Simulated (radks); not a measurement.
The numbers below are computed, except where a source is named.
Species: Ne I. Configuration: [He] 2s2 2p5.5 3s0.5 (fractional occupations, a model configuration). Code: a radial shooting solver on a logarithmic mesh with Libxc functionals. Model: Dirac Kohn-Sham, PBE, spin-unpolarised, spherical densities, point nucleus; open shells fill j = l - 1/2 first.

Normalised radial functions P(r) = r R(r) (large component), r in bohr:

```
   r/bohr * 2p1/2, o 3s1/2 (the largest magnitude, 0.988, reaches the edge; | marks zero, & curves that meet)
  0.01316                             *o
  0.01741                             *o
  0.02285                             *o
  0.03024                             |&
  0.03969                             |*o
  0.05251                             | &
  0.06893                             | o*
  0.09048                             | o *
   0.1197                             | o    *
   0.1571                             |o        *
   0.2079                             o             *
   0.2729                            o|                 *
   0.3582                          o  |                     *
   0.4739                         o   |                         *
   0.6221                         o   |                          *
   0.8231                          o  |                        *
     1.08                            o|                    *
    1.418                             | o             *
    1.876                             |     o   *
    2.463                             |    *   o
    3.259                             | *         o
    4.277                             |*          o
    5.659                             *          o
    7.428                             *       o
    9.751                             *   o
     12.9                             * o
    16.93                             &
    22.41                             &
    29.41                             &
```

2p1/2: eigenvalue -19.320 eV, 0 radial nodes, <r> = 0.929 bohr, 90 % of the charge inside 1.62 bohr. 3s1/2: eigenvalue -1.701 eV, 2 radial nodes at r = 0.214, 1.17 bohr, <r> = 5.18 bohr, 90 % of the charge inside 8.20 bohr.
